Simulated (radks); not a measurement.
Question: Valence configurations of Nb III (all share [Kr]). All-electron calculation, Dirac Kohn-Sham, PBE, spin-unpolarised, spherical densities, point nucleus; open shells are shared between the two j in proportion to 2j + 1. Program: a radial shooting solver on a logarithmic mesh with Libxc functionals. Order these by energy: 4d2 5p1; 4d2 5s1; 4d1.5 5p1.5; 4d3; 4d2.5 5s0.5; 4d2.5 5p0.5.

Answer: From the lowest, in eV above it: 4d3 0.000; 4d2.5 5s0.5 1.242; 4d2 5s1 2.802; 4d2.5 5p0.5 3.664; 4d2 5p1 7.820; 4d1.5 5p1.5 12.483. NIST lists [Kr] 4d3 as the ground configuration; this level of theory agrees among the configurations tried. The energies are those of spherical spin-averaged densities, not of single terms.
